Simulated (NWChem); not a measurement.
System: C2H2F, doublet; SMILES C=[C]F

Input file for NWChem:

```
start job
memory heap 200 mb stack 900 mb global 1100 mb
geometry units angstroms noautoz
  C      0.131071     1.206561     0.000000
  C     -0.419632     0.009246     0.000000
  F      0.121562    -1.170726     0.000000
  H      1.222082     1.320755     0.000000
  H     -0.498726     2.096839     0.000000
end
basis spherical
  C library 6-31g*
  F library 6-31g*
  H library 6-31g*
end
dft
  odft
  mult 2
  xc b3lyp
  iterations 150
  mulliken
end
task dft energy
```

In the optimisation the excess spin sits in a' (Cs, its own frame). Geometry: optimised at PBE0/def2-SVP, spin-unrestricted. No stability test was run on the SCF state.

Problem. What results follow from this input? (B3LYP/6-31G* (spherical d), spin-unrestricted.) Quantities: energy (Ha); highest occupied level (eV); lowest empty minus highest occupied level, either spin (eV); dipole (D); <S²>.

Solution. 
```
Item                                                          Result
-----------------------------------------------------------  -------
energy (Ha)                                                  -177.13
highest occupied level (eV)                                    -7.00
lowest empty minus highest occupied level, either spin (eV)     4.67
dipole (D)                                                      0.76
<S²>                                                           0.760
```
